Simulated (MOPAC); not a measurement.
Job for MOPAC: PM7 on GaH3O (SMILES [OH][GaH2]), a point of a bond scan (R = 4.202 Å).

```
PM7 1SCF PRECISE CHARGE=0 THREADS=1
GaH3O

Ga    -0.22521905 1    -0.28436532 1     0.02581913 1
H      0.54560184 1    -3.01896841 1     3.12119053 1
H     -1.35945454 1    -0.30870479 1    -1.05292543 1
O      0.93817677 1     1.08727522 1    -0.02402144 1
H      0.77556061 1     1.72300911 1    -0.72754919 1
```

The log:

```
*******************************************************************************
 **                                                                           **
 **                              MOPAC v23.2.5                                **
 **                                                                           **
 *******************************************************************************
 ** MOPAC's Digital Object Identifier: https://doi.org/10.5281/zenodo.6511958 **
 **                                                                           **
 ** Please cite the open-source release paper for use of this MOPAC version:  **
 ** J. E. Moussa and J. J. P. Stewart (2026)                                  **
 ** MOPAC: An open-source semiempirical molecular orbital program             **
 ** J. Open Source Softw., 11(119), 8025, https://doi.org/10.21105/joss.08025 **
 *******************************************************************************

                              PM7 CALCULATION RESULTS

 *******************************************************************************
 *  PM7        - The PM7 Hamiltonian to be used
 *
 *
 *
 *                 CHARGE ON SYSTEM = 0
 *
 *
 *
 *  PRECISE    - TIGHTER CRITERIA TO BE USED
 *  1SCF       - DO 1 SCF AND THEN STOP
 *  THREADS=1  - MULTI-THREADING NOT USED
 *  T=         - A TIME OF 172800.0 SECONDS REQUESTED
 *  DUMP=N     - RESTART FILE WRITTEN EVERY 7200.0 SECONDS REQUESTED
 *******************************************************************************
PM7 1SCF PRECISE CHARGE=0 THREADS=1
 GaH3O

   ATOM   CHEMICAL          X               Y               Z
  NUMBER   SYMBOL      (ANGSTROMS)     (ANGSTROMS)     (ANGSTROMS)

     1      Ga         -0.22521905  *  -0.28436532  *   0.02581913  *
     2       H          0.54560184  *  -3.01896841  *   3.12119053  *
     3       H         -1.35945454  *  -0.30870479  *  -1.05292543  *
     4       O          0.93817677  *   1.08727522  *  -0.02402144  *
     5       H          0.77556061  *   1.72300911  *  -0.72754919  *



          CARTESIAN COORDINATES

    NO.       ATOM           X           Y           Z

     1        Ga         -0.2252     -0.2844      0.0258
     2         H          0.5456     -3.0190      3.1212
     3         H         -1.3595     -0.3087     -1.0529
     4         O          0.9382      1.0873     -0.0240
     5         H          0.7756      1.7230     -0.7275

 General Reference for PM7:
 "Optimization of Parameters for Semiempirical Methods VI: More Modifications to the
 NDDO Approximations and Re-optimization of Parameters", J. J. P. Stewart, J. Mol. Mod., 1:32, 19 (2013)
 https://link.springer.com/article/10.1007/s00894-012-1667-x

           Empirical Formula: H3 O Ga  =     5 atoms



      MOLECULAR POINT GROUP   :   Cs


      RHF CALCULATION, NO. OF DOUBLY OCCUPIED LEVELS = 6



 ALL CONVERGERS ARE NOW FORCED ON
 SHIFT=10, PULAY ON, CAMP-KING ON
 AND ITERATION COUNTER RESET



 -------------------------------------------------------------------------------
 PM7 1SCF PRECISE CHARGE=0 THREADS=1
 GaH3O



     1SCF WAS SPECIFIED, SO BFGS WAS NOT USED
     SCF FIELD WAS ACHIEVED


                              PM7 CALCULATION
                                                       MOPAC v23.2.5 Linux




          FINAL HEAT OF FORMATION =        115.59784 KCAL/MOL =     483.66137 KJ/MOL


          COSMO AREA              =         97.88 SQUARE ANGSTROMS
          COSMO VOLUME            =         70.70 CUBIC ANGSTROMS

          IONIZATION POTENTIAL    =          6.047170 EV
          HOMO LUMO ENERGIES (EV) =         -6.047 -2.336
          NO. OF FILLED LEVELS    =          6
          MOLECULAR WEIGHT        =         88.7581         POINT GROUP:  Cs

          MOLECULAR DIMENSIONS (Angstroms)

            Atom       Atom       Distance
            H     5    H     2     6.11163
            O     4    H     3     2.83097
            O     4   Ga     1     0.00000


          SCF CALCULATIONS        =          1





   ATOM   CHEMICAL          X               Y               Z
  NUMBER   SYMBOL      (ANGSTROMS)     (ANGSTROMS)     (ANGSTROMS)

     1      Ga         -0.22521905  *  -0.28436532  *   0.02581913  *
     2       H          0.54560184  *  -3.01896841  *   3.12119053  *
     3       H         -1.35945454  *  -0.30870479  *  -1.05292543  *
     4       O          0.93817677  *   1.08727522  *  -0.02402144  *
     5       H          0.77556061  *   1.72300911  *  -0.72754919  *

                             CARTESIAN COORDINATES

   1   Ga       -0.225219050    -0.284365320     0.025819130
   2    H        0.545601840    -3.018968410     3.121190530
   3    H       -1.359454540    -0.308704790    -1.052925430
   4    O        0.938176770     1.087275220    -0.024021440
   5    H        0.775560610     1.723009110    -0.727549190


           Empirical Formula: H3 O Ga  =     5 atoms



      MOLECULAR POINT GROUP   :   Cs


                  EIGENVALUES
 -27.10628 -17.58257 -15.11130 -11.36247 -11.24742  -6.04717  -2.33618   1.42832
   3.00998   3.60844   6.65154


              NET ATOMIC CHARGES AND DIPOLE CONTRIBUTIONS

  ATOM NO.   TYPE          CHARGE      No. of ELECS.   s-Pop       p-Pop
    1         Ga           0.351288        2.6487     1.34571     1.30300
    2          H           0.054495        0.9455     0.94551
    3          H           0.066647        0.9334     0.93335
    4          O          -0.798508        6.7985     1.80010     4.99841
    5          H           0.326079        0.6739     0.67392
 DIPOLE           X         Y         Z       TOTAL
 POINT-CHG.    -3.056    -2.840    -0.524     4.205
 HYBRID         0.520     1.487    -0.772     1.754
 SUM           -2.535    -1.354    -1.296     3.153


          ATOMIC ORBITAL ELECTRON POPULATIONS

     Atom    s        px        py        pz
    1 Ga   1.34571   0.36785   0.42375   0.51139
    2  H   0.94551
    3  H   0.93335
    4  O   1.80010   1.77876   1.56704   1.65261
    5  H   0.67392

 **********************
 *                    *
 * JOB ENDED NORMALLY *
 *                    *
 **********************




 == MOPAC DONE ==
```

The run finished.

Cost: roughly 0.08 core-seconds.
